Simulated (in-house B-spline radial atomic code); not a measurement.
A fraction x of an electron is removed from 3p in Ti⁴⁺, starting from [Ne] 3s2 3p6 and keeping the highest spin. Level of theory: non-relativistic wB97X, spin-polarised, spherical fractional occupations, point nucleus; calculated with a radial B-spline atomic code at the basis-set limit.

Caution: exact exchange at fractional occupations of open shells leaves self-interaction of up to several eV.

```json
{"x": "0", "E(x) - E(0) (eV)": "0.0000", "3p down level (eV)": "-94.634"}
{"x": "0.09", "E(x) - E(0) (eV)": "8.5826", "3p down level (eV)": "-96.090"}
{"x": "0.17", "E(x) - E(0) (eV)": "16.3217", "3p down level (eV)": "-97.390"}
{"x": "0.36", "E(x) - E(0) (eV)": "35.1202", "3p down level (eV)": "-100.493"}
{"x": "0.43", "E(x) - E(0) (eV)": "42.1949", "3p down level (eV)": "-101.642"}
{"x": "0.5", "E(x) - E(0) (eV)": "49.3502", "3p down level (eV)": "-102.795"}
{"x": "0.6", "E(x) - E(0) (eV)": "59.7122", "3p down level (eV)": "-104.446"}
{"x": "0.7", "E(x) - E(0) (eV)": "70.2396", "3p down level (eV)": "-106.104"}
{"x": "0.75", "E(x) - E(0) (eV)": "75.5656", "3p down level (eV)": "-106.934"}
{"x": "0.99", "E(x) - E(0) (eV)": "101.7100", "3p down level (eV)": "-110.940"}
{"x": "1", "E(x) - E(0) (eV)": "102.8202", "3p down level (eV)": "-111.108"}
```

The exact functional would give a straight line between the two integer points. Deviations E(x) - E(0) - x[E(1) - E(0)], in eV: -0.671 at x = 0.09, -1.158 at x = 0.17, -1.895 at x = 0.36, -2.018 at x = 0.43, -2.06 at x = 0.5, -1.98 at x = 0.6, -1.735 at x = 0.7, -1.55 at x = 0.75, -0.082 at x = 0.99.

The curve lies below the straight line by up to 2.06 eV (at x = 0.5): convex, the delocalisation error, to which spherically averaged exact exchange adds.

Problem. How well does Slater's transition state (minus the level at half occupation) give the ionisation energy?

Solution. It gives 102.795 eV against 102.820 eV from the two total energies; NIST lists 99.30 eV, ground level to ground level. The end point has an open shell averaged over its orbitals, so its exact exchange keeps a self-interaction and this is no true integer point.
